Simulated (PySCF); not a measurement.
## Adding and removing an electron: GeP

PBE0; PySCF, no relativity, basis sets Ge def2-TZVPPD, P def2-TZVPPD. Neutral (UKS): doublet (π ↑), Re = 2.143 Å, ωe = 502 cm⁻¹, De = 3.37 eV, HOMO -6.62 eV, LUMO -4.48 eV.

GeP⁺ (UKS): triplet (π ↑↑), Re = 2.303 Å, ωe = 398 cm⁻¹, De = 2.80 eV to Ge⁺ + P. The energies at the minima are -2417.91454 hartree for GeP and -2417.60173 for GeP⁺.

(1) Work out the adiabatic ionisation energy, without and with harmonic zero-point energies (1 hartree = 27.2114 eV, 1 eV = 8065.5 cm⁻¹), and the change of the bond length.

GeP⁻ (UKS): singlet (closed shell), Re = 2.064 Å, ωe = 560 cm⁻¹. The energies at the minima are -2417.91454 hartree for GeP and -2418.01150 for GeP⁻.

(2) Work out the adiabatic electron affinity, without and with harmonic zero-point energies (1 hartree = 27.2114 eV, 1 eV = 8065.5 cm⁻¹), and the change of the bond length.

For an ion De counts to the pair picked by the measured ionisation energies or electron affinities, which need not be the lowest pair at this level. States were picked by a PBE0 search and need not be the measured ground states.

Results:

(1) At PBE0: 0.31281 hartree = 8.512 eV between the minima; the zero-point term (398.0 − 502.0)/2 cm⁻¹ = -0.006 eV makes it 8.506 eV. Re changes by +16.0 pm against the neutral. The electron leaves a π orbital, and the longer bond of the ion fits a bonding orbital, or a change in how ionic the bond is.

(2) At PBE0: 0.09696 hartree = 2.638 eV between the minima; the zero-point term (502.0 − 560.0)/2 cm⁻¹ = -0.004 eV makes it 2.635 eV. Re changes by -7.9 pm against the neutral. The electron enters a π orbital, and the shorter bond of the ion fits a bonding orbital, or a change in how ionic the bond is.
